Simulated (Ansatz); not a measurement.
Mulliken charges of CH₃BN₂, SMILES `BN=C=N` from B3LYP/def2-TZVPP in Ansatz (PBE0-D4/def2-TZVP geometry).

```tsv
atom	x (Å)	y (Å)	z (Å)	charge (e)
B1	-0.869	1.289	0.100	-0.105
N2	-0.170	0.091	0.064	0.001
C3	0.477	-0.913	-0.001	0.107
N4	1.026	-2.003	0.013	-0.238
H5	-0.401	2.250	-0.436	0.024
H6	-1.920	1.328	0.666	0.027
H7	1.918	-2.110	-0.452	0.184
```

Question: By hand: the dipole of these point charges (1 e Å = 4.8032 D).

Answer: Σ q r = (0.189, -0.055, -0.089) e Å, of length 0.216 e Å = 1.04 D.

Question: How does the dipole of the full density compare? (An estimate is asked.)

Answer: Computed: (0.277, 0.034, -0.164) e Å, 1.55 D; the point charges give 0.67 times that, at 21° from its direction.

Point charges leave out the atoms' own dipoles, such as those of lone pairs, and Mulliken's split depends on the basis, so the two needn't agree.

B3LYP here is the variant with VWN-RPA as its local correlation; programs differ in this.
